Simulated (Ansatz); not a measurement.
Job for Ansatz (a quantum-chemistry and plane-wave program): R-wB97M-V/def2-TZVPP on HKO (SMILES [OH][K]), atoms moved off the minimum.

Ansatz 0.2 input:
```yaml
crystal:
  periodic: [false, false, false]
  atoms:
    - {symbol: K, position_ang: [0.00795800, 0.08284944, -0.75825387]}
    - {symbol: O, position_ang: [-0.02410398, -0.04910955, 1.42422041]}
    - {symbol: H, position_ang: [0.00694382, -0.01252842, 2.39062276]}
basis:
  gaussian:
    orbitals: def2-TZVPP
hamiltonian:
  xc: {name: wB97M-V}
scf: {lower_state_search: off}
output: {forces: true}
```

**Question.** Predict the final total energy.

**Answer.** -675.7503 hartree.
